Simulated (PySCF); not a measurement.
Removal energies of As⁵⁺ from EOM-IP-GCCSD

Reference: closed-shell As⁵⁺, [Ar] 3d10; one electron is removed. Calculated with PySCF 2.14, two-component X2C-1e with screened spin-orbit coupling, x2c-TZVPPall-2c with one added diffuse shell each of s, p, d type (7s8p5d1f, 63 functions); frozen 1s2; all 98 virtual spinors kept. No Breit or QED terms. Binding energies in eV.

```
level  Koopmans  second order  EOM-CCSD
3p1/2    232.06        223.59    228.26
3p3/2    226.65        220.31    223.09
3d3/2    123.71        118.51    120.55
3d5/2    122.93        117.81    119.82
```

In EOM-CCSD the overlap with the one-orbital guess is low for 3p3/2 (weight 0.85). That can mean mixing with two-hole, one-particle states, where second order and EOM-CCSD lose accuracy, or only a rotation among the degenerate components of the shell; the terms of those configurations are not listed.

For comparison, the ionisation energy of As⁵⁺ is 121.19 ± 0.06 eV (measured; NIST Atomic Spectra Database, ionization energies).

Only part of the computed levels is shown.

Gaps of this size point to the basis (7s8p5d1f), which has few functions of high l to correlate and polarise the inner shells.

Where second order misses EOM-CCSD by more than 1 eV, it overshoots the relaxation and correlation of that hole or particle, which higher orders damp.
